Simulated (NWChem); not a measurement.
**Ionisation of BeF$_{2}$**

```
Be
F 1 1.3865
F 1 1.3865 2 180.00
```
Charge 0, spin multiplicity 1.

All runs are NWChem calculations. Structure: optimised with B3LYP/def2-SVP, a minimum by its harmonic frequencies.

Basis set: def2-TZVP. The species with one electron less has spin multiplicity 2 and keeps the geometry of the parent. Δ marks differences of total energies (open shells unrestricted). −ε marks an orbital energy of the parent. That orbital need not have the symmetry of the hole or added electron in the Δ rows.

B3LYP has NWChem's definition, with VWN1-RPA local correlation. The structure started from a generated list of species. The stability of the SCF solutions was not checked.

Q: Order these methods by the first vertical ionisation energy they give, lowest first: −ε(HOMO) of HF, −ε(HOMO) of PBE0, −ε(HOMO) of PBE, −ε(HOMO) of B3LYP, G0W0@PBE0, ΔPBE.

A: −ε(HOMO) of PBE (9.67 eV), −ε(HOMO) of B3LYP (11.43 eV), −ε(HOMO) of PBE0 (11.72 eV), ΔPBE (14.22 eV), G0W0@PBE0 (14.80 eV), −ε(HOMO) of HF (17.14 eV)
